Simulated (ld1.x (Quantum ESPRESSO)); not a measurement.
## Pseudopotential generation for Cu: ultrasoft, LDA (PZ), scalar-relativistic.

* Element: Cu
* Generator: ld1.x (Quantum ESPRESSO) 7.5
* Type: ultrasoft
* Functional: LDA (PZ)
* Relativity: scalar-relativistic
* Frozen core: [Ne]
* Valence charge: 19
* Reference configuration: 3s2 3p6 3d10 4s0.75 4p0 (charge +0.25)
* Partial waves: 3s (bound): rcut 0.95, rcutus 1.10 bohr; 4s (bound): rcut 0.95, rcutus 1.10 bohr; 3p (bound): rcut 1.05, rcutus 1.25 bohr; 4p (bound, empty): rcut 1.05, rcutus 1.25 bohr; 3d (bound): rcut 0.80, rcutus 1.05 bohr; 3d channel at 0.15 Ry: rcut 0.80, rcutus 1.05 bohr
* Local potential: all-electron potential smoothed inside 1.05 bohr (lloc = -2)
* Core correction: none
* Augmentation charge: built from norm-conserving waves at rcut, not smoothed further

Problem. Is the overlap operator S = 1 + Σ q|β⟩⟨β| positive definite (Bessel basis up to 400 Ry)?

Solution. Yes: its lowest eigenvalue is 0.19 (s channel).

Problem. Tests: 3s2 3p6 3d10 4s1 4p0; 3s2 3p6 3d10 4s0 4p0; 3s2 3p6 3d9 4s0 4p0; 3s2 3p6 3d9 4s1 4p0; 3s2 3p6 3d8 4s0 4p0; 3s2 3p6 3d9 4s1 4p1; 3s2 3p6 3d9 4s2 4p0. Which has the largest error in its energy relative to the reference configuration, and how large is it?

Solution. 3s2 3p6 3d9 4s2 4p0, with -2619 meV (all-electron minus pseudo) on +0.57 eV.

A Bessel basis up to 400 Ry misses an occupied level by 1.83 Ry, so cutoffs and ghosts were not judged. The potential misses its own reference levels by up to 1.3 eV, so it is not fit for use.
